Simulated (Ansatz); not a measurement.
Stepwise reaction of `[F][Zr]([F])([F])[SH]` with hydrogen sulfide, as a gas-phase model of exchange steps in deposition or etching. ΔE in kJ/mol; ΔG adds harmonic PBE0-D4 terms to CCSD(T)/CBS, at 1 bar.

Calculated with Ansatz (gas phase, PBE0-D4/def2-TZVP geometries, no zero-point term in ΔE). CBS: MP2 limit from def2 TZ/QZ plus the TZ coupled-cluster correction, frozen cores. This one scheme is used for every species. DFT in def2-TZVPP. B3LYP here is the variant with VWN-RPA as its local correlation; programs differ in this. def2 core potentials past Kr. For Zr outer-core shells are correlated without core-valence functions, which leaves a few kJ/mol of doubt a bond. Each species was taken in one conformer, which may not be the lowest.

| step | reaction | PBE-D4 | B3LYP-D4 | ωB97M-V | CCSD(T)/CBS | ΔG(500 K) |
| --- | --- | --- | --- | --- | --- | --- |
| 1 | `[F][Zr]([F])([F])[SH]` + H₂S → `[F][Zr]([F])([SH])[SH]` + H–F | 83.0 | 88.8 | 91.0 | 78.3 | 90.0 |
| 2 | `[F][Zr]([F])([SH])[SH]` + H₂S → `[F][Zr]([SH])([SH])[SH]` + H–F | 78.4 | 84.4 | 89.0 | 73.4 | 84.8 |
| 3 | `[F][Zr]([SH])([SH])[SH]` + H₂S → `[SH][Zr]([SH])([SH])[SH]` + H–F | 80.4 | 86.7 | 89.5 | 73.1 | 75.1 |

(1) By hand: ΔE of the 3 steps together at CCSD(T)/CBS.

Results:

(1) (78.3) + (73.4) + (73.1) = 224.8 kJ/mol, or 74.9 kJ/mol a step.

In ΔE step 3 is the lowest and step 1 the highest. All are uphill at CCSD(T)/CBS. ΔG lies between 75.1 and 90.0 kJ/mol a step. PBE-D4 differs from CCSD(T)/CBS by 4.7 to 7.3 kJ/mol a step. Isolated molecules leave out the surface, adducts and barriers. Largest T1 diagnostic: 0.019.
